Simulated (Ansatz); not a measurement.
Reactions of C$_{2}$H$_{8}$B$_{2}$O (`BB(C)OC`).

Computed with Ansatz on PBE0-D4/def2-TZVP structures; ΔE is electronic, products minus reactants. CCSD(T)/CBS is the MP2 limit (def2-TZVPP, def2-QZVPP) plus CCSD(T) − MP2 in def2-TZVPP, frozen cores. This one scheme is used for every species. DFT in def2-TZVPP. Each species was taken in one conformer, which may not be the lowest.

```csv
reaction,CCSD(T)/CBS(def2) (eV)
`BB(C)OC` → `BBC` + `C=O`,?
`BB(C)OC` + `FCCCl` → `BC(F)CCl` + `CBOC`,-0.22
`BB(C)OC` + `O[SiH3]` → `COB(C)O[SiH3]` + BH₃,-1.64
`BB(C)OC` + H₂ → `CBOC` + BH₃,-0.46
```

Problem. Fill in the missing values. (Estimate.)

Solution. Ansatz gave: `BB(C)OC` → `BBC` + `C=O`: +2.46 eV.

Largest T1 diagnostic: 0.015, for `C=O`.
